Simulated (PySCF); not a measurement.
## XPS shifts beside NMR shieldings

Compound: C5H8N2Si.
Numbering: `[CH2:1]=[CH:2][c:3]1[cH:4][n:5][cH:6][n:7]1[SiH3:8]`

Cartesian coordinates in Å at the PBE0-D3(BJ)/def2-SVP level; atoms count from 1:
```xyz
16
C5H8N2Si angstrom
C     -2.4977    1.1823    0.5996
C     -1.1843    1.2774    0.3504
C     -0.3314    0.2273   -0.1732
C     -0.5769   -1.0852   -0.5335
N      0.5587   -1.6885   -0.9824
C      1.4914   -0.7760   -0.9020
N      1.0261    0.4202   -0.4160
Si     2.0024    1.8862   -0.1648
H     -3.0559    2.0322    0.9966
H     -3.0553    0.2598    0.4175
H     -0.6946    2.2370    0.5588
H     -1.5270   -1.6164   -0.4872
H      2.5368   -0.9138   -1.1812
H      1.9608    2.2839    1.2694
H      3.3798    1.5042   -0.5742
H      1.4805    2.9958   -1.0093
```

Binding energies: PySCF 2.14.0, delta-SCF UKS SCAN, pcX-2 on the ionised atom, pcseg-1 elsewhere, spin-free X2C. Shieldings: GIAO KT3/pcSseg-1, non-relativistic, same geometry.

| atom | C 1s (eV) |
| --- | --- |
| C1 | 289.79 |
| C2 | 290.85 |
| C3 | 291.12 |
| C4 | 290.37 |
| C6 | 291.43 |

Task: What are the absolute isotropic shieldings of these atoms?

Result: 
```csv
atom,environment,C 1s (eV),isotropic shielding (ppm)
C1,terminal =CH2 carbon,289.79,76.8
C4,aromatic CH next to a ring nitrogen,290.37,59.1
C2,alkene CH carbon,290.85,63.7
C3,substituted aromatic carbon,291.12,53.5
C6,aromatic CH next to a ring nitrogen,291.43,50.2
```

Task: Among the listed atoms, is the one with the highest binding energy also the least shielded?

Result: Yes: C6 has both (291.43 eV, 50.2 ppm).

By binding energy: C1 < C4 < C2 < C3 < C6. By shielding: C6 < C3 < C4 < C2 < C1.

Spin contamination (⟨S²⟩ against 0.75 for a pure doublet) is marked for C 1s of C2 (0.96), which makes this value less certain. Isolated species at its PBE0-D3(BJ)/def2-SVP geometry (one conformer only).
